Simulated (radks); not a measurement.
All-electron atom: Br III in [Ar] 3d10 4s2 4p2.75 5p0.25 (fractional occupations, a model configuration).

Calculated with a radial shooting solver on a logarithmic mesh with Libxc functionals: scalar-relativistic Kohn-Sham, PBE, spin-polarised, spherical densities, point nucleus; open shells are filled with parallel spins first.

Energy parts (Ry):
total: -5210.03198
kinetic: 5322.96839
electron-nucleus: -12502.49696
Hartree: 2152.29272
exchange-correlation: -182.79613

Orbitals (lengths in bohr, moments of r in powers of bohr; <r^-3> diverges for s and p1/2; r(90%) holds 90 % of the orbital's charge):
orbital  occ.  eigenvalue (Ry)   <r^-3>   <1/r>       <r^4>  r(90%)
1s up       1        -980.7985        -   35.66  0.00001561  0.0764
1s down     1        -980.7829        -   35.66  0.00001560  0.0764
2s up       1        -129.2887        -   7.898    0.003102   0.293
2s down     1        -129.2806        -   7.897    0.003101   0.293
2p up       3        -114.2612     1357   7.729    0.002250   0.270
2p down     3        -114.2466     1356   7.729    0.002249   0.270
3s up       1        -19.39751        -   2.594      0.1944   0.821
3s down     1        -19.37686        -   2.594      0.1936   0.820
3p up       3        -14.65148    196.9   2.441      0.2356   0.861
3p down     3        -14.62798    197.0   2.442      0.2336   0.860
3d up       5         -6.80326    23.29   2.153      0.4052   0.973
3d down     5         -6.77253    23.40   2.159      0.3897   0.965
4s up       1         -3.26760        -  0.8373       12.26    2.31
4s down     1         -3.04000        -  0.8442       12.44    2.32
4p up    2.75         -2.25596    19.29  0.7165       22.90    2.71
4p down     0         -2.02612    19.30  0.7128       24.67    2.76
4d up       0         -0.97007    1.165  0.4649       140.6    4.29
4f up       0         -0.37179  0.01221  0.1881        2846    9.12
5s up       0         -0.96757        -  0.3354       414.9    5.57
5p up    0.25         -0.73222    3.454  0.2804       842.3    6.67

The highest occupied level is 5p up at -9.962 eV. The configuration is held as typed, so some empty levels lie below it. Spin moment in Bohr magnetons: 3.
